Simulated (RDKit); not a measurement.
Input for RDKit: UFF on BFH5N (a complex).

```python
from rdkit import Chem
from rdkit.Chem import AllChem, rdDetermineBonds

blocks = [
'''6

B     0.90642385   -0.12577282    0.06132810
N    -0.14340758    0.57942984    0.66532152
H     0.66259924   -0.82367319   -0.87058744
H     1.99912322   -0.02550304    0.52060940
H     0.01237531    1.27651616    1.37837995
H    -1.06485966    0.63323826    0.25705540
''',
'''2

F    -0.98576880   -1.36044313    2.58738070
H    -0.64610244   -0.78263238    1.92959391
''',
]
mol = None
for b in blocks:
    f = Chem.MolFromXYZBlock(b)
    rdDetermineBonds.DetermineBonds(f, charge=0)
    mol = f if mol is None else Chem.CombineMols(mol, f)
Chem.SanitizeMol(mol)
print(Chem.MolToSmiles(Chem.RemoveHs(mol)))
ff = AllChem.UFFGetMoleculeForceField(mol, vdwThresh=100.0, ignoreInterfragInteractions=False)
e = ff.CalcEnergy()
print(f'UFF energy {e:.6f} kcal/mol')
```

Output:

```
BN.F
UFF energy 47.791031 kcal/mol
```

The run finished.

Cost: very roughly 0.020 core-seconds.
